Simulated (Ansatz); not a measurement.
## Relative stability

The two ends of one reaction step of GaH$_{4}$F, closed shell (PBE0-D4/def2-TZVP).

A:

```tsv
atom	x (Å)	y (Å)	z (Å)
Ga1	-0.5887	-0.5584	-0.0523
F2	-0.1034	-0.7119	1.6373
H3	0.1597	-1.5218	-1.0186
H4	-1.7620	0.4362	-0.2889
H5	1.2060	1.0978	0.2238
H6	1.0885	1.2584	-0.5012
```

B:

Ga1  (-0.372, -0.112, -0.680)
F2  (0.433, -0.145, 1.523)
H3  (0.003, -1.587, -1.054)
H4  (-1.847, 0.300, -0.349)
H5  (1.077, 0.518, 1.451)
H6  (0.708, 1.026, -0.890)
(Å)

Program: Ansatz 0.2.0. Basis: def2-TZVPP. Cores are frozen in the correlated methods. Filled d shells of the heavier atoms are correlated. The def2 sets are not built for correlating such inner shells, so the correlated values are less sure here. B3LYP uses VWN-RPA correlation.

**Question.** Which structure is lower at CCSD(T), and by how much? (To be estimated.)

**Answer.** The calculation gives: A, by 0.618 eV (electronic energy, against the other). By their contacts, A is a complex of GaH₂F ([F][GaH2]) + H₂ and B is a complex of GaH₃ + HF.

All methods give the same order:

```
      method  E(B) − E(A) (eV)
       SPW92             0.495
      PBE-D4             0.636
     BLYP-D4             0.738
   r2SCAN-D4             0.671
      B97M-V             0.564
     PBE0-D4             0.583
    B3LYP-D4             0.681
  r2SCAN0-D4             0.617
    BHLYP-D4             0.640
CAM-B3LYP-D4             0.649
     wB97X-V             0.650
     wB97M-V             0.610
      B2PLYP             0.684
    PBE-QIDH             0.602
  RPA on PBE             0.618
          HF             0.639
         MP2             0.670
        CCSD             0.605
     CCSD(T)             0.618
```

T1 diagnostic: at most 0.014.

Labels in which every atom is bracketed show which atoms are joined, not bond orders.

For scale, one of the runs: CCSD(T)/def2-TZVPP, 135 basis functions, launched by `ansatz run in.yaml --threads 2 --pin off --events-out ev --progress --plain --max-ram 4352MiB`. The run took 14 s on 2 CPU threads of an Arm Neoverse V1 (shared host), with 0.72 GiB of host memory at its peak.
